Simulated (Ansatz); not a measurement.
The first iterations of a band of ClFGeH2 + ClH (7 atoms, charge 0, multiplicity 1).

Theory: RKS PBE-D4/def2-SVP in Ansatz.

```yaml
movable_images: 9
climbing_image: yes
spring: 5.0 eV/Å²
optimiser: quadratic models (default)
start_path: through a guess of the saddle point
force_threshold: 0.03 eV/Å
iteration_limit: 60
end_points: relaxed
```

Initial state:

```xyz
7
Properties=species:S:1:pos:R:3
Ge -0.162 0.156 -0.178
F -0.267 -0.107 1.579
H 1.297 -0.133 -0.581
H -0.717 1.580 -0.393
Cl -1.496 -1.273 -1.084
Cl 1.642 -2.516 1.663
H 0.797 -1.557 1.962
```

Final state:

```xyz
7
Properties=species:S:1:pos:R:3
Ge -0.143 -0.503 -0.257
F 1.114 0.329 2.177
H 1.246 0.011 -0.671
H -1.129 0.454 0.434
Cl -1.114 -1.289 -2.030
Cl 0.149 -2.246 1.070
H 0.971 -0.606 2.245
```

| iteration | highest image above the first end (eV) | largest band force component (eV/Å) |
| --- | --- | --- |
| 1 | 2.472 | 3.771 |
| 2 | 1.219 | 1.711 |
| 3 | 0.914 | 1.077 |

Does the band converge within its limit, and where does its top end?

It converged. It ended after 11 iterations with the highest image 0.786 eV above the first end. A vibrational analysis at the climbing image gives one clearly imaginary mode, 335i cm⁻¹: a first-order saddle point. The orbitals stay closed-shell, which can raise the energy where a bond breaks towards radicals; this wasn't checked here.

Run time: 2.8 min on 2 threads of Arm Neoverse V1, on a shared host, peak memory 0.14 GiB.
